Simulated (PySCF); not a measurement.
HBrSSi, singlet, at a GFN2-xTB geometry; DF-PBE0/def2-SVPD (PySCF).

Here is a job for PySCF.
```python
from pyscf import gto, scf, dft

mol = gto.Mole()
mol.atom = '''
    Si   -0.348153    0.375866    1.114868
    Br    1.072664   -0.634381   -0.317597
    S    -1.874184    0.964996   -0.317585
    H    -2.682161    1.501288    0.589125
'''
mol.basis = 'def2-svpd'
mol.charge = 0
mol.spin = 0
mol.verbose = 4
mol.max_memory = 1800
mol.build()

mf = dft.RKS(mol)
mf.xc = 'pbe0'
mf = mf.density_fit(auxbasis='def2-universal-jkfit')
mf.kernel()
```

The log (banner, timings and long lists left out):

```
PySCF version 2.14.0

[INPUT] verbose = 4
[INPUT] num. atoms = 4
[INPUT] num. electrons = 66
[INPUT] charge = 0
[INPUT] spin (= nelec alpha-beta = 2S) = 0
[INPUT] symmetry False subgroup None
[INPUT] Mole.unit = angstrom
[INPUT] Symbol           X                Y                Z      unit          X                Y                Z       unit  Magmom
[INPUT]  1 Si    -0.348153000000   0.375866000000   1.114868000000 AA   -0.657913819446   0.710283799536   2.106795185042 Bohr   0.0
[INPUT]  2 Br     1.072664000000  -0.634381000000  -0.317597000000 AA    2.027041183680  -1.198806348628  -0.600171347983 Bohr   0.0
[INPUT]  3 S     -1.874184000000   0.964996000000  -0.317585000000 AA   -3.541694467042   1.823578151301  -0.600148671270 Bohr   0.0
[INPUT]  4 H     -2.682161000000   1.501288000000   0.589125000000 AA   -5.068549711990   2.837023154096   1.113284903134 Bohr   0.0

nuclear repulsion = 271.191261418749
number of shells = 40
number of NR pGTOs = 180
number of NR cGTOs = 100
basis = def2-svpd
ecp = {}

******** <class 'pyscf.df.df_jk.DFRKS'> ********
method = DFRKS
initial guess = minao
damping factor = 0
level_shift factor = 0
DIIS = <class 'pyscf.scf.diis.CDIIS'>
diis_start_cycle = 1
diis_space = 8
diis_damp = 0
SCF conv_tol = 1e-09
SCF conv_tol_grad = None
SCF max_cycles = 50
direct_scf = False
XC library pyscf.dft.libxc version 7.1.2
    S. Lehtola, C. Steigemann, M. J. T. Oliveira, and M. A. L. Marques,  SoftwareX 7, 1–5 (2018)
XC functionals = pbe0
    C. Adamo and V. Barone,  J. Chem. Phys. 110, 6158 (1999)
    M. Ernzerhof and G. E. Scuseria,  J. Chem. Phys. 110, 5029 (1999)
radial grids:
    Treutler-Ahlrichs [JCP 102, 346 (1995); DOI:10.1063/1.469408] (M4) radial grids

becke partition: Becke, JCP 88, 2547 (1988); DOI:10.1063/1.454033
pruning grids: <function nwchem_prune>
grids dens level: 3
symmetrized grids: False
atomic radii adjust function: <function treutler_atomic_radii_adjust>
small_rho_cutoff = 0
Set gradient conv threshold to 3.16228e-05
Initial guess from minao.
tot grids = 68296
******** <class 'pyscf.df.df.DF'> ********
auxbasis = def2-universal-jkfit
init E= -3260.43812683586
  HOMO = -0.248718973065285  LUMO = -0.111076882238338  gap/eV = 3.74543
cycle= 1 E= -3261.38137962284  delta_E= -0.943  |g|= 0.285  |ddm|= 2.17
  HOMO = -0.272244759902596  LUMO = -0.128843348474319  gap/eV = 3.90215
cycle= 2 E= -3261.33825615004  delta_E= 0.0431  |g|= 0.447  |ddm|= 1.04
  HOMO = -0.2661947336196  LUMO = -0.100483758396249  gap/eV = 4.50923
cycle= 3 E= -3261.41216869374  delta_E= -0.0739  |g|= 0.0418  |ddm|= 0.622
  HOMO = -0.268380574979665  LUMO = -0.101870102910333  gap/eV = 4.53098
cycle= 4 E= -3261.4124997294  delta_E= -0.000331  |g|= 0.00893  |ddm|= 0.0545
  HOMO = -0.268095739429426  LUMO = -0.101221975433117  gap/eV = 4.54087
cycle= 5 E= -3261.41252547063  delta_E= -2.57e-05  |g|= 0.00522  |ddm|= 0.0213
  HOMO = -0.268177937968694  LUMO = -0.101206823035265  gap/eV = 4.54352
cycle= 6 E= -3261.41253359086  delta_E= -8.12e-06  |g|= 0.000733  |ddm|= 0.00784
  HOMO = -0.268160988096094  LUMO = -0.101207925461154  gap/eV = 4.54302
cycle= 7 E= -3261.4125337348  delta_E= -1.44e-07  |g|= 0.000275  |ddm|= 0.00146
  HOMO = -0.268147361603243  LUMO = -0.101191197089172  gap/eV = 4.54311
cycle= 8 E= -3261.41253376196  delta_E= -2.72e-08  |g|= 5.55e-05  |ddm|= 0.000487
  HOMO = -0.268154866866539  LUMO = -0.101199939748324  gap/eV = 4.54307
cycle= 9 E= -3261.41253376323  delta_E= -1.27e-09  |g|= 1.03e-05  |ddm|= 9.26e-05
  HOMO = -0.268154415356602  LUMO = -0.101199737258049  gap/eV = 4.54307
cycle= 10 E= -3261.41253376326  delta_E= -3.37e-11  |g|= 2.07e-06  |ddm|= 2.6e-05
  HOMO = -0.268154497012346  LUMO = -0.101199905198015  gap/eV = 4.54307
Extra cycle  E= -3261.41253376326  delta_E= 5.46e-12  |g|= 1.49e-06  |ddm|= 5.56e-06
converged SCF energy = -3261.41253376326
```
